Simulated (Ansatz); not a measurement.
Basis-set series for FY, SMILES `[F][Y]`. Charge 0, multiplicity 1. Y: def2 effective core potential. The structure was optimised at the PBE0-D4/def2-TZVP level.

| atom | x (Å) | y (Å) | z (Å) |
| --- | --- | --- | --- |
| F1 | 0.866 | 0.016 | 0.422 |
| Y2 | -0.866 | -0.016 | -0.422 |

```csv
functional,basis,functions,energy (Eh),HOMO (eV),LUMO (eV)
PBE0-D4,def2-SVP,45,-137.99961,-4.80,-1.98
PBE0-D4,def2-QZVPP,138,-138.14140,-4.81,-1.97
ωB97M-V,def2-SVP,45,-138.01107,-6.43,0.00
ωB97M-V,def2-QZVPP,138,-138.15539,-6.45,-0.06
```

**Question.** Give the rows for def2-TZVPP. (Estimate.)

**Answer.** The calculation gave: 
```tsv
functional	basis	functions	energy (Eh)	HOMO (eV)	LUMO (eV)
PBE0-D4	def2-TZVPP	87	-138.13403	-4.82	-1.98
ωB97M-V	def2-TZVPP	87	-138.14827	-6.45	-0.01
```

Program: Ansatz 0.2.0.
